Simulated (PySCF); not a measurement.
**Fractional electron number in O²⁺ (oxygen, charge +2)**

The 2p alpha orbital of [He] 2s2 2p2 is emptied in steps (occupation f), with all orbitals relaxed, ending at [He] 2s2 2p1. Computed with PySCF 2.14 in x2c-TZVPall, with scalar relativity by spin-free X2C-1e. The exact energy is a straight line in f; departures are measured from the line between the end points of the same method.

Task: Among UHF, LDA, PBE, PBE0, r2SCAN, LC-wPBE, BHandHLYP, wB97X, MN15, TPSS, which shows the largest delocalisation error (convex curve), and which is closest to linear?

Result: Most convex: LDA (-2.627 eV at f = 0.5); closest to linear: UHF (0.284 eV).

```tsv
f	UHF (eV)	LDA (eV)	PBE (eV)	PBE0 (eV)	r2SCAN (eV)	LC-wPBE (eV)	BHandHLYP (eV)	wB97X (eV)	MN15 (eV)	TPSS (eV)
1	0.000	0.000	0.000	0.000	0.000	0.000	0.000	0.000	0.000	0.000
0.9	0.106	-0.941	-0.919	-0.666	-0.851	-0.433	-0.415	-0.431	-0.592	-0.878
0.7	0.242	-2.202	-2.146	-1.553	-1.971	-1.008	-0.965	-1.000	-1.377	-2.045
0.5	0.284	-2.627	-2.552	-1.843	-2.322	-1.193	-1.143	-1.178	-1.629	-2.424
0.3	0.234	-2.208	-2.136	-1.540	-1.923	-0.991	-0.954	-0.971	-1.357	-2.023
0.1	0.099	-0.945	-0.909	-0.654	-0.808	-0.417	-0.405	-0.402	-0.573	-0.858
0	0.000	0.000	0.000	0.000	0.000	0.000	0.000	0.000	0.000	0.000
```

```tsv
method	E(f=0) − E(f=1) (eV)	−ε at f=1 (eV)	−ε at f=0.5 (eV)
UHF	54.601	55.785	54.577
LDA	55.412	44.976	55.394
PBE	55.264	45.055	55.294
PBE0	55.298	47.893	55.335
r2SCAN	55.596	46.122	55.737
LC-wPBE	55.458	50.648	55.504
BHandHLYP	55.302	50.687	55.336
wB97X	55.079	50.281	55.162
MN15	55.058	48.467	55.116
TPSS	55.214	45.455	55.277
```

Reference removal energy between the ground levels: 54.936 eV (semi-empirical (NIST evaluation); NIST Atomic Spectra Database, ionization energies). The calculation has no spin-orbit coupling. UHF lacks correlation.
